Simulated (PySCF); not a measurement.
F₂MoO, neutral, multiplicity 3. Atoms are numbered in the order given.

```xyz
4

Mo     0.0000     0.0000     0.0677
O      0.0000     0.0000     1.7318
F      0.0000     1.5976    -0.9276
F      0.0000    -1.5976    -0.9276
```
Charge 0, spin multiplicity 3.

Geometry: B3LYP-D3(BJ)/def2-TZVP. The multiplicity is an assumed one; other spin states were not compared. The def2 effective core potentials stand for the cores of Mo; spin–orbit coupling is left out.

These are TDA-PBE/def2-SVPD (PySCF 2.14.0) values and carry that method's errors.

Vertical excitations. Gas-phase values at a fixed geometry.

```tsv
state	energy (eV)	λ (nm)	f	main pairs
root 1	1.58	783	0.002	α HOMO→LUMO 99 %
root 2	2.09	593	0.002	α HOMO−1→LUMO 99 %
root 3	3.15	394	0.000	α HOMO→LUMO+1 99 %
root 4	3.60	345	0.000	α HOMO→LUMO+2 99 %
root 5	3.86	321	0.004	α HOMO−1→LUMO+1 99 %
root 6	4.24	292	0.003	α HOMO−1→LUMO+2 98 %
root 7	4.82	257	0.001	β HOMO→LUMO 98 %
root 8	4.90	253	0.000	α HOMO−2→LUMO 93 %, β HOMO→LUMO+2 6 %
root 9	5.03	247	0.008	α HOMO→LUMO+3 98 %
root 10	5.05	246	0.000	α HOMO→LUMO+4 98 %
```
Unrestricted roots are not spin-pure.
